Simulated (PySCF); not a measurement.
C6H11BSi.
Cartesian coordinates in Å at the PBE0-D3(BJ)/def2-SVP level; atoms count from 1:
```
atom  x, y, z in Å
C1    -1.8626   -1.4073    0.7588
B2    -1.2704   -0.1082    0.0989
C3    -2.2560    0.9599   -0.4971
C4     0.2854    0.1073    0.0152
C5     0.8753    0.7644   -1.0223
Si6    2.7378    0.6437   -0.8201
C7     2.5705   -0.3236    0.7697
C8     1.2492   -0.4860    0.9889
H9    -1.1914   -1.9551    1.4357
H10   -2.8271   -1.2309    1.2616
H11   -2.0901   -2.0908   -0.0831
H12   -2.5138    1.6316    0.3454
H13   -3.2088    0.5328   -0.8468
H14   -1.8296    1.6039   -1.2802
H15    0.2881    1.2416   -1.8108
H16    3.4155   -0.1014   -1.9266
H17    3.4113    1.9722   -0.6768
H18    3.3291   -0.7213    1.4469
H19    0.8608   -1.0266    1.8597
```

Level: PBE0/def2-SVPD in PySCF, non-relativistic, on one gas-phase PBE0-D3(BJ)/def2-SVP geometry that isn't relaxed in the solvent. The solvent is an IEF-PCM continuum (cavity from Bondi-type radii × 1.2), and excitations are vertical TDDFT with non-equilibrium linear response and a frozen core. Specific hydrogen bonds and non-electrostatic terms are outside this model.

Gas-phase singlets (H = HOMO, L = LUMO):

| state | E (eV) | λ (nm) | f | leading configurations |
| --- | --- | --- | --- | --- |
| S1 | 4.011 | 309 | 0.026 | H→L 98% |
| S2 | 4.678 | 265 | 0.002 | H-1→L 98% |
| S3 | 5.268 | 235 | 0.008 | H-2→L 82%, H-3→L 13% |
| S4 | 5.551 | 223 | 0.020 | H→L+1 50%, H-3→L 39% |
| S5 | 5.635 | 220 | 0.064 | H-4→L 45%, H→L+1 33% |

Problem. How does the list change in acetone (ε = 20.49)?

Solution. 
```csv
state,E (eV),λ (nm),f,leading configurations,change by rank (eV)
S1,4.008,309,0.035,H→L 98%,-0.003
S2,4.639,267,0.002,H-1→L 98%,-0.039
S3,5.212,238,0.012,"H-2→L 88%, H-3→L 8%",-0.056
S4,5.542,224,0.008,"H-3→L 62%, H-4→L 16%",-0.009
S5,5.622,221,0.096,"H→L+1 71%, H-4→L 24%",-0.013
```

Problem. How do the frontier levels move from gas to acetone?

Solution. 
| orbital | gas (eV) | solvent (eV) | change (eV) |
| --- | --- | --- | --- |
| LUMO+2 | 0.35 | 0.46 | +0.11 |
| LUMO+1 | -0.24 | -0.17 | +0.07 |
| LUMO | -2.01 | -1.97 | +0.04 |
| HOMO | -6.86 | -6.86 | 0.00 |
| HOMO-1 | -8.23 | -8.16 | +0.07 |
| HOMO-2 | -8.63 | -8.53 | +0.10 |
| HOMO-3 | -8.89 | -8.86 | +0.03 |

The HOMO–LUMO gap goes from 4.86 to 4.89 eV.
